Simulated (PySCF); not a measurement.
**B²⁺ (boron, charge +2) across methods**

[He] 2p1, 2P determinant (an excited configuration). All numbers are calculated (PySCF 2.14, the spin-free X2C one-electron Hamiltonian (Gaussian nucleus), in ANO-RCC-VTZP (4s3p2d1f, 30 functions)).

```csv
method,E (hartree),mean ε 1s α (eV),mean ε 1s β (eV),mean ε 2p α (eV),Σ⟨r²⟩ (bohr²),⟨S²⟩
LDA,-22.9429,-208.71,-208.14,-26.458,3.328,0.750
r2SCAN,-23.2319,-213.75,-213.28,-27.099,3.286,0.750
UHF,-23.15881,-239.35,-238.75,-31.752,3.356,0.750
PBE0,-23.2021,-218.09,-217.52,-28.152,3.313,0.750
wB97X-V,-23.2367,-219.62,-219.22,-30.553,3.328,0.750
r2SCANh,-23.2297,-216.37,-215.88,-27.588,3.289,0.750
PBE,-23.1984,-210.74,-210.18,-26.826,3.309,0.750
wB97X,-23.2574,-219.28,-219.09,-30.540,3.314,0.750
BHandHLYP,-23.2341,-225.78,-225.27,-29.413,3.297,0.750
```
